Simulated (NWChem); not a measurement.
System: CH$_{2}$NO, doublet; SMILES N[C]=O

Here is an NWChem input.

```
start job
memory heap 200 mb stack 900 mb global 1100 mb
geometry units angstroms noautosym nocenter noautoz
  N      0.095584     1.088100     0.000000
  C     -0.413907    -0.157263     0.000000
  O      0.159689    -1.214220     0.000000
  H      1.100009     1.252195     0.000000
  H     -0.518452     1.886778     0.000000
end
basis spherical
  * library 6-31g*
end
dft
  odft
  mult 2
  xc hfexch
  iterations 150
  mulliken
end
task dft energy
esp
  recalculate
  probe 0.07
  range 0.3
  factor 1.0
  spacing 0.02
end
task esp
```

In the optimisation the excess spin sits in a' (Cs, its own frame). Structure relaxed at the B3LYP/6-31G* (spherical d), spin-unrestricted level. No stability test was run on the SCF state.

Atomic charges in e: unrestrained fits to the electrostatic potential beside Mulliken populations; buried atoms are poorly determined by the fit.

Atoms are numbered as in the input.

Q: Predict the main results of this run. (UHF/6-31G* (spherical d).) Quantities: ESP N1; Mulliken N1; ESP C2; Mulliken C2; ESP O3; Mulliken O3; relative RMS misfit of the potential (%).

A: 
* **ESP N1**: -0.54
* **Mulliken N1**: -0.91
* **ESP C2**: 0.32
* **Mulliken C2**: 0.61
* **ESP O3**: -0.41
* **Mulliken O3**: -0.51
* **relative RMS misfit of the potential (%)**: 22
